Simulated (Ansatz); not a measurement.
Consider the formal exchange of groups at a C–Al bond: `C=[C](C)[AlH][CH3]` + `CCCCCC` → `CCCCCCC` + `C=[C](C)[AlH2]`.

Computed with Ansatz on PBE0-D4/def2-TZVP structures; ΔE is electronic, products minus reactants. CCSD(T)/CBS is the MP2 limit (def2-TZVPP, def2-QZVPP) plus CCSD(T) − MP2 in def2-TZVPP, frozen cores. Functionals use def2-TZVPP. One conformer a species, not always the lowest.

```csv
level,ΔE (kJ/mol),difference from CCSD(T)/CBS
PBE-D4,44.0,2.6
PBE0-D4,42.3,0.9
ωB97X-V,39.2,-2.2
B2PLYP,40.6,-0.8
r2SCAN,45.1,3.7
PBE0,39.9,-1.5
MP2/def2-TZVPP,43.3,1.9
CCSD(T)/def2-TZVPP,40.6,-0.8
MP2/def2-QZVPP,43.8,2.4
MP2/CBS(def2),44.2,2.8
CCSD(T)/CBS,41.4,0
```

Largest T1 diagnostic among the species: 0.010.

The D4 term adds +3.8 kJ/mol with B3LYP and +2.3 kJ/mol with PBE0; it sums over pairs of atoms, weighted by their polarisabilities, and B3LYP, whose exchange is more repulsive, gets the larger term. In def2-TZVPP, CCSD(T) changes the Hartree–Fock value by +12.8 kJ/mol (the triples alone add +1.6 kJ/mol) and MP2 by +15.6 kJ/mol.

B3LYP here is the variant with VWN-RPA as its local correlation; programs differ in this.
